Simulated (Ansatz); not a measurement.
Correlation energies of AsH7Si2, SMILES `[SiH3][AsH][SiH3]` by basis set

```
atom    x (Å)    y (Å)    z (Å)
 Si1   0.3315  -1.6539   0.3670
 As2   0.9074   0.0268  -1.1872
 Si3  -0.2477   1.7083   0.0002
  H4   1.1503  -1.4362   1.5882
  H5   0.6684  -2.9808  -0.2109
  H6  -1.1073  -1.6377   0.7409
  H7  -0.2942  -0.2769  -2.0733
  H8   0.5574   2.0416   1.2043
  H9  -0.3567   2.9162  -0.8585
 H10  -1.6091   1.2927   0.4294
```

Total charge 0; spin multiplicity 1. Correlated methods include outer-core shells of As, which these sets cover unevenly. Scalar relativity is left out up to krypton. The geometry is a stationary point of PBE0-D4/def2-TZVP. Frozen core, restricted reference, Ansatz.

```
     basis      HF (Eh)  MP2 corr.
  def2-SVP  -2815.68376   -0.44770
def2-TZVPP  -2816.17002   -0.53587
def2-QZVPP  -2816.23316   -0.83808
```

Q: Estimate the CCSD correlation energy and the (T) correction in each basis where they were run (hartree).

A: 
| basis | CCSD corr. | (T) |
| --- | --- | --- |
| def2-SVP | -0.49970 | -0.01381 |
| def2-TZVPP | -0.58766 | -0.02128 |
